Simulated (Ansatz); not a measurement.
The lowest singlet and triplet of H2Si2 (SMILES [Si]=[SiH2]); geometries from B3LYP-D3(BJ)/def2-TZVP, each state relaxed from the structure named, with no frequency check.
Singlet (charge 0, multiplicity 1):
```xyz
4

Si     1.22700    -0.05796     0.01106
Si    -0.97030     0.04584    -0.00875
H     -1.85504    -1.14480    -0.01104
H     -1.73877     1.31457    -0.02137
```

A positive gap puts the triplet lower; no zero-point energy. R- takes a restricted singlet. U- takes an unrestricted singlet (broken symmetry where lower, unprojected). The triplet is unrestricted in single-reference levels.

Codes used: Ansatz (Gaussian orbitals). Each number belongs to the level named beside it.

Q: One of these levels gives -0.159 eV for the gap E(singlet) − E(triplet), vertical, at the singlet's geometry. Name it.
A. U-HF/cc-pV(D+d)Z (spin-contaminated)
B. R-BHLYP/def2-TZVPP
C. U-PBE/def2-TZVPP (spin-contaminated)
D. R-r2SCAN/def2-TZVPP

A: D, R-r2SCAN/def2-TZVPP. The others give 0.142 (U-HF/cc-pV(D+d)Z (spin-contaminated)), -0.335 (U-PBE/def2-TZVPP (spin-contaminated)), -0.238 (R-BHLYP/def2-TZVPP)

Doubts at one or more of the structures used: a restricted determinant that unrestricted orbitals would lower (R-r2SCAN/def2-TZVPP, R-BHLYP/def2-TZVPP).

Ansatz is a first-principles code.
